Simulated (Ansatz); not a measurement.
Basis-set extrapolation for C$_{4}$H$_{8}$OSi (`C#C[SiH](C)OC`) (PBE0-D4/def2-TZVP geometry, frozen core, Ansatz). Multiplicity 1, RHF reference.

```csv
,def2-TZVPP,def2-QZVPP
HF,-520.031256,-520.051146
MP2 correlation,-1.006098,-1.075936
CCSD(T) correlation,-1.097363,-1.159972
```

Energies in hartree. Use E(X) = E(∞) + A·exp(−7.88·√X) for Hartree–Fock and E(X) = E(∞) + B·X^(−2.97) for correlation, with X = 3 and 4.

Problem. What is the CCSD(T) energy at the basis-set limit?

Solution. HF limit: -520.051146 + (-0.019890) × 0.13774 = -520.05389. Correlation limit: -1.159972 + (-0.062609) × 0.74074 = -1.20635. Total: -521.26024 hartree, 345.6 kJ/mol below CCSD(T)/def2-TZVPP.
